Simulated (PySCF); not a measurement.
C6H12O2P (charge -1).
Numbering: `[CH3:1][CH2:2][CH2:3][P@@:4](=[O:5])([O-:6])[CH:7]1[CH2:8][CH2:9]1`

Structure used (GFN2-xTB), in Å, numbered top down from 1:
```xyz
21
C6H12O2P angstrom
C     -3.4095    0.0732   -0.3192
C     -2.1482   -0.3720    0.4131
C     -0.8706   -0.0375   -0.3284
P      0.5293   -0.6994    0.7323
O      0.5860    0.0668    2.0088
O      0.4484   -2.1869    0.7858
C      1.9465   -0.1947   -0.3536
C      3.2408    0.0068    0.3643
C      2.4911    1.1826   -0.1701
H     -3.4060    1.1533   -0.4637
H     -4.3037   -0.1942    0.2440
H     -3.4669   -0.3998   -1.2994
H     -2.0992    0.0970    1.3992
H     -2.1685   -1.4532    0.5727
H     -0.8549   -0.5153   -1.3104
H     -0.7638    1.0412   -0.4601
H      1.9815   -0.6354   -1.3440
H      3.2184   -0.1505    1.4333
H      4.1687   -0.2860   -0.1133
H      2.8903    1.7112   -1.0286
H      1.9814    1.8099    0.5463
```

NICS = −σ at a ghost point: NICS(0) at the centroid of the ring atoms, NICS(1) 1 Å to either side along the normal of their mean plane, zz for the tensor component along that normal. Level: GIAO PBE0/pcSseg-1 (PySCF, non-relativistic, gas phase) on the GFN2-xTB geometry, one conformer.

Ring bond lengths (Å), with Mayer bond orders in brackets: C7–C8 1.494 (0.96), C8–C9 1.493 (0.99), C9–C7 1.492 (0.94).

Problem. Give the NICS values of each ring in ppm.

Solution. 
```csv
ring,type,NICS(0),"NICS(1), two faces","NICS(1)zz, two faces",rms pucker (Å),"centre to ring atoms, mean (Å)"
C7–C8–C9,3-membered carbocycle; formal bonds all single,-44.5,-9.1 / -9.6,-25.0 / -25.5,0.00,0.86
```

Problem. What can be read from them?

Solution. 
- C7–C8–C9: mean NICS(1)zz -25.2 ppm, shielded. C7, C8, C9 have four or more neighbours, and the NICS criterion for π rings isn't applied. NICS(0) lies 35 ppm below the mean NICS(1).

Problem. At the second NICS(1) probe listed for ring C7–C8–C9, 1 Å off the ring, what do the in-plane components average?

Solution. The isotropic value is a third of the trace: (3 × -9.6 − (-25.5))/2 = -1.6 ppm.

Problem. Give the inner angles of the rings and the Hirshfeld charges of the ring atoms.

Solution. 
- C7–C8–C9: C7 60.0° (-0.109 e), C8 59.9° (-0.108 e), C9 60.0° (-0.114 e); sum 180.0° against 180° for a flat convex ring.

Hardware: Arm Neoverse V2, one thread (shared host). Cost: 44 s wall. This is the whole shielding run at PBE0/pcSseg-1, SCF included.
